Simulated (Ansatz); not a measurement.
Harmonic frequencies (cm⁻¹) at PBE0-D4/def2-TZVP from Ansatz: 113, 159, 195, 209, 430, 628, 669, 694, 721, 824, 852, 1269, 1445, 1448, 2189, 3070, 3166, 3172.

Problem. Which molecule is it?
A. `[CH3][Ge]([Cl])([Cl])[Cl]`
B. `[GeH3][GeH3]`
C. `[OH][Ge]([OH])([F])[F]`
D. `[CH3][GeH]([F])[Cl]`

Solution. D.
